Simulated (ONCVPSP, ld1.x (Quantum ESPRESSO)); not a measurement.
**Potentials for tin compared**

Generated with ld1.x 7.5 (TM, RRKJ, ultrasoft, PAW), atompaw 4.2 or ONCVPSP 4.0.1. The cutoff is in Ry: for ld1.x and atompaw files where the sum of valence levels is converged to 10 mRy in a Bessel basis, for ONCV files where the hardest occupied wave has 1 mHa per electron of residual kinetic energy. The error is the largest all-electron minus pseudo excitation energy over each file’s own four to seven test configurations (ionisations up to +4, promotions, holes and added fractions of an electron), all of which were solved. The labels leave out finer settings (local radius, basis sizes, second energies), which also bear on the numbers. Spin-polarised tests are not counted. The rows are a selection from randomly drawn settings: files with unsolved tests, undetermined cutoffs or missed reference levels are left out.

A true bound ghost makes a file unfit for plane-wave use even where its test errors are small: the radial tests pick states by their node count and pass the ghost by.

```csv
potential,cutoff (Ry),largest error (meV),bound ghosts
"ONCV, PBE, scalar-relativistic, rc 1.75/2.25/1.35 (spd), local smoothed, core correction yes, reference 4d10 5s2 5p1, qcut 3.2/3.2/13.9, projectors 2/2/2",98,-14,s
"TM, PBE, fully relativistic, rc 1.50/2.55/2.45 (spd), local smoothed, core correction no, reference 5s2 5p2",35,+659,s
"ONCV, PBE, scalar-relativistic, rc 1.45/1.25/0.95 (spd), local d, core correction yes, reference 4s2 4p6 4d10 5s2 5p1, qcut 7.7/12.8/9.9, projectors 2/3/0",103,-12,none
"ONCV, PBEsol, scalar-relativistic, rc 2.10/2.60/1.10 (spd), local smoothed, core correction no, reference 4d10 5s2 5p1.5, qcut 2.5/2.5/8, projectors 2/2/1",224,-123,"s, p"
"ONCV, PBE, scalar-relativistic, rc 1.60/1.15/1.45 (spd), local smoothed, core correction yes, reference 4s2 4p6 4d10 5s2 5p2, qcut 6.6/15/11.8, projectors 2/2/2",136,-15,none
"ONCV, PBE, scalar-relativistic, rc 1.75/1.75 (sp), local p, core correction no, reference 5s2 5p1.5, qcut 3.4/4.9, projectors 2/0",38,+152,none
```

(1) Fill in the row for Sn: ONCV, PBEsol, scalar-relativistic, rc 1.40/1.60/1.20 (spd), local smoothed, core correction yes, reference 4s2 4p6 4d10 5s2 5p2, qcut 9.6/9.5/14.4, projectors 2/2/2.

Answers

(1) cutoff 94 Ry, largest error -13 meV, bound ghosts: none.
